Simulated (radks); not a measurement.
Results of a calculation; reference values are marked as such.
Problem. The mean radii <r> (bohr) of the occupied orbitals of an atom or ion are listed with their occupations. Level of theory: scalar-relativistic Kohn-Sham, PBEsol, spin-polarised, spherical densities, finite nucleus; Fermi nuclear charge, rms radius of each element as measured or else 0.836 A^(1/3) + 0.57 fm (a radial shooting solver on a logarithmic mesh with Libxc functionals).

| orbital | occ. | <r> |
|---|---|---|
| 1s up | 1 | 0.03611 |
| 1s down | 1 | 0.03611 |
| 2s up | 1 | 0.1581 |
| 2s down | 1 | 0.1581 |
| 2p up | 3 | 0.1378 |
| 2p down | 3 | 0.1378 |
| 3s up | 1 | 0.4435 |
| 3s down | 1 | 0.4434 |
| 3p up | 3 | 0.4460 |
| 3p down | 3 | 0.4459 |
| 3d up | 5 | 0.4329 |
| 3d down | 5 | 0.4327 |
| 4s up | 1 | 1.141 |
| 4s down | 1 | 1.137 |
| 4p up | 3 | 1.261 |
| 4p down | 3 | 1.254 |
| 4d up | 1 | 1.664 |
| 5s up | 1 | 2.711 |

Name the element and its charge. Open shells, if any, are filled with parallel spins first.

Solution. Z = 41, niobium, charge +3: Nb3+ in [Kr] 4d1 5s1. The 1s radius gives Z: for a bare nucleus <r> = (2 gamma + 1)/(2Z) with gamma = sqrt(1 - (Z/c)^2), 0.03547 bohr for Z = 41, and screening makes it slightly larger (0.03611 here). The occupations add up to 38, and the charge is Z minus that.
